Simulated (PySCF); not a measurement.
CLiN, SMILES [Li][C][N] (connectivity only; charge and spin as stated), neutral, multiplicity 1.

Geometry optimised at B3LYP-D3(BJ)/def2-TZVPD.

All values below come from PBE/def2-TZVPD in PySCF.

The total energy is -100.27470 hartree and the point group is C∞v. The highest occupied level is -6.20 eV. The lowest empty level is -1.91 eV and the orbital gap is 4.29 eV. The dipole moment is 8.99 D and the quadrupole, principal values (traceless, Buckingham form, about the centre of nuclear charge) comes out as -7.54, -7.54, 15.08 D·Å. The mean static polarisability is 25.9 bohr³ (3.84 Å³) and the polarisability, principal values is 22.1, 22.1, 33.5 bohr³.
